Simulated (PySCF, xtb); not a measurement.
B(Me)(OMe)(NH2) (C2H8BNO), SMILES B(OC)(C)N.

GFN2-xTB in xtb at its own geometry gives an orbital gap of 7.04 eV and a dipole moment of 2.41 D.

Geometry optimised at B3LYP-D3(BJ)/def2-SVP. This is a generated structure with no PubChem entry under its InChIKey; it may be hypothetical. Other conformers were not sampled.

Problem. What does CAM-B3LYP/def2-TZVP (PySCF) give? (An estimate is asked for; the answer gives what the named calculation found.)

Solution. gap 10.59 eV (levels -9.08 and 1.51 eV), dipole 2.22 D.
